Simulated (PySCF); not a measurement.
# SnBr: frontier orbitals

PBE at R = 2.525 Å; basis Sn def2-TZVPP with ECP28, Br def2-TZVPP; scalar-relativistic core potentials; PySCF 2.14. State: ²Π (doublet), unpaired electrons π ↑. Only the outer orbitals are listed, counted within each symmetry, core potentials removing the inner ones.

| spin | orbital | occ. | ε (eV) | on Sn (%) | main shells (%) |
| --- | --- | --- | --- | --- | --- |
| α | 10σ | 1 | -18.72 | 5 | 94 Br s |
| α | 11σ | 1 | -11.54 | 78 | 78 Sn s, 18 Br p |
| α | 12σ | 1 | -7.52 | 39 | 61 Br p, 21 Sn p, 17 Sn s |
| α | 6π | 1 | -7.30 | 9 | 90 Br p |
| α | 6π | 1 | -7.22 | 10 | 90 Br p, 9 Sn p |
| α | 7π | 1 | -4.01 | 91 | 91 Sn p |
| α | 7π | 0 | -3.90 | 92 | 92 Sn p |
| α | 13σ | 0 | -1.69 | 85 | 76 Sn p, 14 Br p |
| α | 8π | 0 | 2.03 | 99 | 96 Sn p |
| β | 10σ | 1 | -18.68 | 5 | 95 Br s |
| β | 11σ | 1 | -11.10 | 74 | 74 Sn s, 22 Br p |
| β | 12σ | 1 | -7.34 | 42 | 58 Br p, 22 Sn s, 20 Sn p |
| β | 6π | 1 | -7.28 | 8 | 92 Br p |
| β | 6π | 1 | -7.07 | 6 | 93 Br p |
| β | 7π | 0 | -3.59 | 93 | 92 Sn p |
| β | 7π | 0 | -2.86 | 94 | 94 Sn p |
| β | 13σ | 0 | -1.42 | 86 | 77 Sn p, 12 Br p |

Q: Which are the highest filled and the lowest empty level, where do they sit, and how wide is the gap?

A: Highest filled α 7π at -4.01 eV (in %: 91 Sn p); lowest empty α 7π at -3.90 eV (in %: 92 Sn p); the gap at PBE is 0.11 eV. Both belong to one degenerate shell, split only by its one-sided filling, so this is no excitation gap.

```
bond order (Mayer)                               : 1.12
⟨S²⟩                                             : 0.753
charge on Sn (Mulliken, basis-dependent)         : 0.33
charge on Sn (Löwdin, basis-dependent)           : 0.03
dipole moment (positive dipole means Sn(−)Br(+)) : -2.31 D
polarisability along the bond                    : 88.8 bohr³
polarisability across the bond                   : 48.1 bohr³
```

Spin–orbit coupling is left out. The state was picked by a PBE0 search and need not be the measured ground state.
